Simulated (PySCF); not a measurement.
Species: styrene, C8H8.
Atom-mapped SMILES: `[CH2:1]=[CH:2][c:3]1[cH:4][cH:5][cH:6][cH:7][cH:8]1`

Geometry (GFN2-xTB, Å), atoms numbered from 1 in this order:
```
atom  x, y, z in Å
C1    -2.5122    0.6183    1.1945
C2    -1.7870   -0.3162    0.5916
C3    -0.4198   -0.1832    0.1016
C4     0.1861   -1.2830   -0.5088
C5     1.4785   -1.2087   -0.9912
C6     2.1969   -0.0308   -0.8728
C7     1.6100    1.0695   -0.2691
C8     0.3174    0.9966    0.2120
H9    -2.1423    1.6105    1.3894
H10   -3.5192    0.4210    1.5209
H11   -2.2266   -1.2936    0.4298
H12   -0.3683   -2.2066   -0.6043
H13    1.9287   -2.0713   -1.4608
H14    3.2077    0.0300   -1.2485
H15    2.1649    1.9917   -0.1739
H16   -0.1223    1.8647    0.6783
```

Probes without a nucleus sit at each ring's centroid and 1 Å off its mean plane on both sides; NICS is minus the shielding there, NICSzz its component along the normal. Level: GIAO PBE0/pcSseg-1 (PySCF, non-relativistic, gas phase) on the GFN2-xTB geometry, one conformer.

Ring bond lengths (Å), with Mayer bond orders in brackets: C3–C4 1.396 (1.37), C4–C5 1.382 (1.45), C5–C6 1.385 (1.43), C6–C7 1.386 (1.42), C7–C8 1.381 (1.47), C8–C3 1.396 (1.38).

Problem. Give the NICS values of each ring in ppm.

Solution. 
| ring | type | NICS(0) | NICS(1), two faces | NICS(1)zz, two faces | rms pucker (Å) | centre to ring atoms, mean (Å) |
| --- | --- | --- | --- | --- | --- | --- |
| C3–C4–C5–C6–C7–C8 | 6-membered carbocycle; formal bonds all aromatic | -7.8 | -10.8 / -10.8 | -27.1 / -27.1 | 0.00 | 1.39 |

Problem. What do they say, and how far can they be read as aromaticity?

Solution. 
- C3–C4–C5–C6–C7–C8: mean NICS(1)zz -27.1 ppm, shielded. The ring is flat and has no four-coordinate atom; by the NICS criterion it is aromatic.

Problem. What does the geometric index give? HOMA = 1 − mean of α(R − Ropt)² over the ring bonds, with Krygowski's 1993 parameters (CC: Ropt 1.388 Å, α 257.7 Å⁻²).

Solution. 
- C3–C4–C5–C6–C7–C8: HOMA 0.99 = 1 − EN − GEO, with mean bond length 1.387 Å, EN = α(Ropt − mean)² = 0.000 and GEO = α × variance = 0.010. The geometric and the magnetic index point the same way.

Problem. At the second NICS(1) probe listed for ring C3–C4–C5–C6–C7–C8, 1 Å off the ring, how large is the induced field along the normal in 1 T applied along it?

Solution. NICSzz × B0 = -27.1 ppm × 1 T = -27 μT, against the applied field.

Problem. List the ring angles and the Hirshfeld charges of the ring atoms.

Solution. 
- C3–C4–C5–C6–C7–C8: C3 118.1° (-0.002 e), C4 121.1° (-0.048 e), C5 120.1° (-0.050 e), C6 119.5° (-0.049 e), C7 120.4° (-0.048 e), C8 120.8° (-0.046 e); sum 720.0° against 720° for a flat convex ring.
